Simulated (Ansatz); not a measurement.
`F[SiH](F)[SiH](Cl)Cl` → `F[SiH](F)Cl` + `[SiH]Cl` at 298.15 K and 1 bar (silylene formation by 1,1-elimination).

Program: Ansatz. Geometries: PBE0-D4/def2-TZVP. ΔE: electronic, gas phase. CBS: MP2 limit from def2 TZ/QZ plus the TZ coupled-cluster correction, frozen cores. This one scheme is used for every species. One conformer a species, not always the lowest.

| species | CCSD(T)/CBS energy (Eh) | H − E (kJ/mol) | S (J/(mol·K)) |
| --- | --- | --- | --- |
| `F[SiH](F)[SiH](Cl)Cl` | -1698.73569 | 97.5 | 399.8 |
| `F[SiH](F)Cl` | -949.23245 | 58.3 | 299.3 |
| `[SiH]Cl` | -749.43948 | 30.7 | 251.4 |

H − E and S are ideal-gas, rigid-rotor, harmonic terms from PBE0-D4/def2-TZVP, for one conformer and one mirror image of each species. 1 Eh = 2625.50 kJ/mol, R = 8.31446 J/(mol·K).

Question: By hand: ΔE, ΔH, ΔS and ΔG.

Answer: ΔE = (-949.23245) + (-749.43948) − (-1698.73569) = 0.06376 Eh = 167.4 kJ/mol. Δ(H − E) = 58.3 + 30.7 − 97.5 = -8.5, so ΔH = 158.9 kJ/mol. ΔS = 299.3 + 251.4 − 399.8 = 150.9 J/(mol·K). ΔG = 158.9 − 298.15 × (150.9)/1000 = 113.9 kJ/mol.

Question: By hand: the equilibrium constant, and the temperature at which ΔG would vanish if ΔH and ΔS stayed fixed.

Answer: log₁₀ K = −ΔG/(RT ln 10) = -20.0. ΔG = 0 at ΔH/ΔS = 1053 K.

The number of gas molecules changes by +1, which sets the sign of ΔS. A doubt of 5 kJ/mol in ΔE shifts log₁₀ K by 0.9 here. Other conformers and mirror images would add mixing entropy, several J/(mol·K) or more a flexible species. Modes under 60 cm⁻¹, often nearly free rotors, make the harmonic entropy too high. These are equilibria of isolated gas molecules and say nothing of rates. Largest T1 diagnostic: 0.013 (customary marks: 0.02 for closed shells, 0.045 for open ones).
